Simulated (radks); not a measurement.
Task: All-electron atom: Ce11+ in [Kr] 4d10 5s1. Calculated with a radial shooting solver on a logarithmic mesh with Libxc functionals: scalar-relativistic Kohn-Sham, BLYP, spin-polarised, spherical densities, finite nucleus; open shells are filled with parallel spins first (spin-orbit coupling, left out, can overturn this in heavy ions); Fermi nuclear charge, rms radius 4.8771 fm. Some entries of the table are withheld. Estimate them.

orbital  occ.  eigenvalue (hartree)  r(max) (bohr)
1s up       1             -1486.518        0.01574
1s down     1             -1486.513        0.01574
2s up       1             -243.4555        0.08906
2s down     1             -243.4525        0.08907
2p up       3             -218.7499        0.07166
2p down     3             -218.7469        0.07166
3s up       1             -57.46655         0.2546
3s down     1             -57.46222         0.2546
3p up       3             -49.60687         0.2492
3p down     3             -49.60244         0.2492
3d up       5             -38.43606         0.2051
3d down     5             -38.43196         0.2051
4s up       1                   (1)         0.5905
4s down     1                   (2)         0.5905
4p up       3             -13.96458         0.6153
4p down     3             -13.95299         0.6153
4d up       5             -10.21277         0.6441
4d down     5             -10.19694         0.6439
5s up       1                   (3)          1.263
5s down     0                   (4)          1.262

Result: 
(1) 4s up eigenvalue (hartree): -16.55999
(2) 4s down eigenvalue (hartree): -16.54988
(3) 5s up eigenvalue (hartree): -6.83770
(4) 5s down eigenvalue (hartree): -6.78160
